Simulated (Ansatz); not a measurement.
A search over several starts for the lowest SCF solution of Mo₂O₆ at the given spin, in a small basis.

```yaml
crystal:
  periodic: [false, false, false]
  atoms:
    - {symbol: Mo, position_ang: [-1.077497, -0.929910, -0.198790]}
    - {symbol: Mo, position_ang: [1.077507, 0.929899, 0.198812]}
    - {symbol: O, position_ang: [2.214585, 0.847645, 1.438312]}
    - {symbol: O, position_ang: [1.396054, 2.268484, -0.772161]}
    - {symbol: O, position_ang: [0.746765, -0.708819, -0.732045]}
    - {symbol: O, position_ang: [-0.746721, 0.708733, 0.732168]}
    - {symbol: O, position_ang: [-2.214487, -0.847489, -1.438361]}
    - {symbol: O, position_ang: [-1.396206, -2.268543, 0.772065]}
basis:
  gaussian: {orbitals: def2-SVP}
magnetization: {spin_polarized: true, initial_magnetization: 0}
hamiltonian: {xc: pbe0, dispersion: d4}
output: {orbitals: {seedname: orbitals}}
```

```sh
$ ansatz run in.yaml --threads 2 --pin off --events-out ev --progress --plain --max-ram 32768MiB --backend cpu
```

Shortened log:

```
Functional definition: PBE0
1418 factors; integrals over basis functions are off by at most 7.6e-4 eV
mean field evaluation 1: about -15943.3471 eV, gradient 9.7e1 eV
mean field evaluation 2: about -15485.9459 eV, gradient 3.3e2 eV
mean field evaluation 4: about -15972.7799 eV, gradient 3.4e1 eV
mean field evaluation 8: about -15977.4464 eV, gradient 7.2e-1 eV
mean field evaluation 16: about -15977.4483 eV, gradient 7.8e-4 eV
mean field -15977.44825350 eV, -587.1603934127 hartree, gradient 5.9e-5 eV, S^2 0.000000; 0 other end points of the search recorded, 0 dependent functions left out
reference -15977.44832024 eV, -587.1603958653 hartree; 38, 38 occupied and 108, 108 virtual orbitals, 1418 factors
Total energy: -15977.72227127 eV, -587.1704633799 hartree
```

It took 7.5 s on 2 threads of AMD EPYC 7R13 on a shared host, peak host memory 0.67 GiB.

In the def2 sets Mo takes a core potential; there is no spin–orbit coupling. The structure comes from a short search, and lower isomers may exist.
